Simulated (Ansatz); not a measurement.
H7NSi2, SMILES `N[SiH2][SiH3]` (charge 0, multiplicity 1).

Computed with B3LYP/cc-pVTZ // PBE0-D3(BJ)/def2-TZVP run with Ansatz (an electronic-structure program).

Ansatz 0.2 input:
```yaml
crystal:
  periodic: [false, false, false]
  atoms:
    - { symbol: N, position_ang: [1.818845, -0.355697, 0.434493] }
    - { symbol: Si, position_ang: [0.552615, 0.725982, -0.026961] }
    - { symbol: Si, position_ang: [-1.57144, -0.25245, -0.268699] }
    - { symbol: H, position_ang: [1.809132, -0.74407, 1.364797] }
    - { symbol: H, position_ang: [2.130468, -1.047839, -0.229001] }
    - { symbol: H, position_ang: [0.465804, 1.787461, 1.012929] }
    - { symbol: H, position_ang: [0.937439, 1.341579, -1.326421] }
    - { symbol: H, position_ang: [-1.536465, -1.322026, -1.306482] }
    - { symbol: H, position_ang: [-2.602423, 0.747095, -0.667073] }
    - { symbol: H, position_ang: [-2.003977, -0.880034, 1.012418] }
basis:
  gaussian: { orbitals: cc-pVTZ }
hamiltonian:
  xc: b3lyp
```

Output:

```
Functional definition: B3LYP
1163 factors; their error is unknown
mean field evaluation 1: about -17355.4105 eV, gradient 6.1e1 eV
mean field evaluation 2: about -17341.5460 eV, gradient 9.3e1 eV
mean field evaluation 4: about -17362.2772 eV, gradient 2.8e0 eV
mean field evaluation 8: about -17362.3435 eV, gradient 3.4e-2 eV
mean field -17362.34352129 eV, -638.0543557883 hartree, gradient 2.3e-5 eV, S^2 0.000000; 0 other end points of the search recorded, 0 dependent functions left out
reference -17362.34379729 eV, -638.0543659312 hartree; 21, 21 occupied and 175, 175 virtual orbitals, 1163 factors
Total energy: -17362.34379729 eV, -638.0543659312 hartree
```
